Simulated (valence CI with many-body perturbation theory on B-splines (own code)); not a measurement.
# Forbidden lines of Eu41+

Computed by relativistic CI+MBPT: four valence electrons over a frozen Dirac-Fock core [Ar], radial functions for each j: 7 s, 7 p, 8 d, 6 f, 4 g, 1 h, with the one-electron correlation potential Σ1, the two-electron term Σ2, the three-electron term Σ3, Breit, model QED; selected CI, second order for the rest, scaled by the run's own slope (own B-spline code, finite nucleus).

No measured spectrum was set against this ion. As an estimate, large intervals hold to a few tenths of a per cent, small ones and those within an open d or f shell to about a per cent. Only levels of the ground parity were solved; by the run's estimate the other parity begins above the list, which can be wrong where configurations are misplaced.

Lines 1 to 50 of 120 in falling wavelength, among levels below 176.24 eV, chosen from the decays that carry over 1 % of a level's rate. Wavelengths and rates use the calculated energies. Electric multipoles are in the length gauge, E1 and E2 with the static RPA response of the core. Weak lines are less certain than strong ones. Lines between different terms over intervals too small for the method are left out, as are lines whose strength nearly cancels. The highest levels of a list are the least certain. Branching is blank where the lifetime is uncertain.

Levels are named by their leading jj configuration (3d3/2^4 stands for four electrons in 3d with j = 3/2), which in mixed levels can hold well under half, so a name can repeat and another be missing. Letters in brackets count levels of one name in rising energy.

```csv
λ vac (Å),Upper,Lower,Type,A (s⁻¹),Branch %
5070,(3d3/2^2 3d5/2^2) J=6,(3d3/2^2 3d5/2^2) J=5,M1,6.11e+01,93.2
3743,(3d3/2^3 3d5/2) J=3,(3d3/2^3 3d5/2) J=2,M1,3.42e+02,55.1
3377,(3d3/2^3 3d5/2) J=3,(3d3/2^3 3d5/2) J=4,M1,2.79e+02,44.9
1250,(3d3/2^2 3d5/2^2) J=4 [b],(3d3/2^2 3d5/2^2) J=3 [a],M1,4.01e+03,
1199,(3d3/2^2 3d5/2^2) J=1,(3d3/2^2 3d5/2^2) J=0 [a],M1,7.80e+03,2.2
1190,(3d3/2^3 3d5/2) J=2,(3d3/2^3 3d5/2) J=1,M1,1.38e+04,99.8
1059,(3d3/2^2 3d5/2^2) J=4 [b],(3d3/2^2 3d5/2^2) J=4 [a],M1,7.12e+02,
952.3,(3d3/2 3d5/2^3) J=3 [b],(3d3/2 3d5/2^3) J=3 [a],M1,5.85e+03,1.2
949.8,(3d3/2^2 3d5/2^2) J=2 [d],(3d3/2^2 3d5/2^2) J=2 [c],M1,8.41e+03,15.0
943.5,(3d3/2^2 3d5/2^2) J=2 [b],(3d3/2^2 3d5/2^2) J=2 [a],M1,7.09e+03,8.0
942.3,(3d3/2 3d5/2^3) J=3 [c],(3d3/2 3d5/2^3) J=2 [a],M1,8.57e+03,2.1
885.6,(3d3/2^2 3d5/2^2) J=4 [c],(3d3/2^2 3d5/2^2) J=3 [b],M1,4.63e+03,2.1
707.6,(3d3/2 3d5/2^3) J=2 [b],(3d3/2 3d5/2^3) J=2 [a],M1,1.05e+04,2.2
696.2,(3d3/2 3d5/2^3) J=1 [b],(3d3/2 3d5/2^3) J=0,M1,1.82e+04,2.9
657.6,(3d3/2^2 3d5/2^2) J=0 [b],(3d3/2 3d5/2^3) J=1 [a],M1,2.04e+04,7.3
594.7,(3d3/2^2 3d5/2^2) J=4 [c],(3d3/2^2 3d5/2^2) J=5,M1,6.41e+03,2.9
589.8,(3d3/2 3d5/2^3) J=1 [b],(3d3/2 3d5/2^3) J=1 [a],M1,1.00e+04,1.6
555.4,(3d3/2^2 3d5/2^2) J=4 [a],(3d3/2^3 3d5/2) J=3,M1,3.07e+04,11.4
542.3,(3d3/2^2 3d5/2^2) J=2 [d],(3d3/2^2 3d5/2^2) J=2 [b],M1,1.07e+04,19.1
540.2,(3d3/2^2 3d5/2^2) J=2 [c],(3d3/2^2 3d5/2^2) J=2 [a],M1,1.41e+04,2.8
521.9,(3d3/2^2 3d5/2^2) J=2 [d],(3d3/2^2 3d5/2^2) J=3 [b],M1,5.40e+03,9.6
516.2,(3d3/2 3d5/2^3) J=3 [a],(3d3/2^2 3d5/2^2) J=4 [b],M1,2.61e+04,3.3
514.2,(3d3/2^2 3d5/2^2) J=3 [a],(3d3/2^3 3d5/2) J=3,M1,1.58e+05,56.8
509.7,(3d3/2^2 3d5/2^2) J=4 [c],(3d3/2^2 3d5/2^2) J=3 [a],M1,5.70e+03,2.6
508.8,(3d3/2 3d5/2^3) J=2 [a],(3d3/2^2 3d5/2^2) J=2 [c],M1,3.70e+04,5.3
506.7,(3d3/2 3d5/2^3) J=3 [c],(3d3/2^2 3d5/2^2) J=2 [d],M1,1.68e+04,4.2
504.9,(3d3/2 3d5/2^3) J=3 [c],(3d3/2 3d5/2^3) J=4 [a],M1,2.40e+04,6.0
498.3,(3d3/2 3d5/2^3) J=2 [b],(3d3/2 3d5/2^3) J=1 [a],M1,1.21e+04,2.6
496.4,(3d3/2 3d5/2^3) J=1 [b],(3d3/2^2 3d5/2^2) J=2 [d],M1,1.08e+05,17.1
486.2,(3d3/2^2 3d5/2^2) J=2 [a],(3d3/2^3 3d5/2) J=2,M1,9.85e+04,19.2
478.2,(3d3/2 3d5/2^3) J=3 [b],(3d3/2^2 3d5/2^2) J=2 [c],M1,7.95e+03,1.6
477.0,(3d3/2^2 3d5/2^2) J=4 [a],(3d3/2^3 3d5/2) J=4,M1,2.39e+05,88.6
474.8,(3d3/2^2 3d5/2^2) J=4 [c],(3d3/2^2 3d5/2^2) J=4 [a],M1,8.50e+04,38.9
469.5,(3d3/2^3 3d5/2) J=1,(3d3/2^4) J=0,M1,2.59e+05,100.0
462.3,(3d3/2 3d5/2^3) J=1 [a],(3d3/2^2 3d5/2^2) J=2 [b],M1,4.43e+04,4.3
460.4,(3d5/2^4) J=4,(3d3/2 3d5/2^3) J=3 [b],M1,2.95e+04,2.7
452.1,(3d3/2^2 3d5/2^2) J=3 [a],(3d3/2^3 3d5/2) J=2,M1,1.20e+05,43.2
445.8,(3d3/2^2 3d5/2^2) J=2 [d],(3d3/2^2 3d5/2^2) J=1,M1,9.59e+02,1.7
437.3,(3d3/2 3d5/2^3) J=5,(3d3/2^2 3d5/2^2) J=4 [b],M1,1.28e+05,34.0
430.0,(3d3/2 3d5/2^3) J=2 [b],(3d3/2^2 3d5/2^2) J=2 [d],M1,2.06e+04,4.3
427.8,(3d3/2 3d5/2^3) J=2 [b],(3d3/2 3d5/2^3) J=3 [a],M1,3.45e+04,7.2
406.3,(3d3/2 3d5/2^3) J=4 [a],(3d3/2^2 3d5/2^2) J=5,M1,2.99e+04,4.8
396.6,(3d3/2^2 3d5/2^2) J=5,(3d3/2^3 3d5/2) J=4,M1,1.45e+05,99.5
390.3,(3d3/2 3d5/2^3) J=1 [a],(3d3/2^2 3d5/2^2) J=1,M1,1.85e+05,17.9
383.3,(3d3/2 3d5/2^3) J=5,(3d3/2^2 3d5/2^2) J=6,M1,7.72e+04,20.6
373.0,(3d3/2 3d5/2^3) J=6,(3d3/2^2 3d5/2^2) J=6,M1,1.51e+05,46.2
368.0,(3d3/2^2 3d5/2^2) J=1,(3d3/2^3 3d5/2) J=2,M1,3.39e+05,96.3
367.8,(3d3/2^2 3d5/2^2) J=6,(3d3/2^3 3d5/2) J=4,E2,4.44e+00,6.8
367.1,(3d3/2^2 3d5/2^2) J=0 [a],(3d3/2^3 3d5/2) J=1,M1,8.22e+05,100.0
365.4,(3d3/2 3d5/2^3) J=3 [a],(3d3/2^2 3d5/2^2) J=3 [a],M1,2.95e+05,37.5
```
